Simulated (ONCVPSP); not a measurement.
**Building the ONCV potential for Pb (Z = 82) (Wu-Cohen, fully relativistic).**

ONCVPSP 4.0.1 input, shortened (lines: element, Z, core and valence counts, functional; n l f; lmax; l rc ep ncon nbas qcut; lloc lpopt rc5 dvloc0; l nproj debl; icmod fcfact rcfact), Wu-Cohen, fully relativistic:

```
  Pb 82.00   10    5  -118130      upf
    1    0    2.00
    2    0    2.00
    2    1    6.00
    3    0    2.00
    3    1    6.00
    3    2   10.00
    4    0    2.00
    4    1    6.00
    4    2   10.00
    4    3   14.00
    5    0    2.00
    5    1    6.00
    5    2   10.00
    6    0    2.00
    6    1    1.75
    2
    0    1.60    0.00    4    7    9.20
    1    1.30    0.00    4    7    8.40
    2    1.15    0.00    4    7    8.30
    4    5    0.85    4.00
    0    3    0.50
    1    3    2.70
    2    2    2.80
    3    3.50    1.45
```

Open shells are filled in proportion to 2j + 1.

In the s channel the program set the typed energies aside and used -5.346, -0.505, 0.250 Ha.

All-electron outer shells of the reference configuration (Wu-Cohen, scalar-relativistic, ld1.x):

```
shell  level (eV)  outermost node (bohr)  outermost maximum (bohr)
   4d     -403.80                   0.19                      0.39
   5s     -145.95                   0.45                      0.79
   4f     -134.69                      –                      0.35
   5p      -87.57                   0.49                      0.88
   5d      -22.90                   0.52                      1.07
   6s      -13.78                   1.01                      1.95
   6p       -4.99                   1.18                      2.60
```

Q: Estimate the cutoffs (Ha) at which the residual kinetic energy of the hardest occupied pseudo-wave falls to 1 and 0.1 mHa per electron.

A: 32 Ha and 96 Ha.

Q: What does a ghost test show?

A: No bound ghost flagged; GHOST(+) flagged for s at 188.2 eV, p3/2 at 588.2 eV.

Q: Tests: 5s2 5p6 5d10 6s2 6p2; 5s2 5p6 5d10 6s2 6p1; 5s2 5p6 5d10 6s2 6p0; 5s1 5p6 5d10 6s2 6p2. Which has the largest error in its energy relative to the reference configuration, and how large is it?

A: 5s1 5p6 5d10 6s2 6p2, with -533 meV (all-electron minus pseudo) on +150.54 eV.
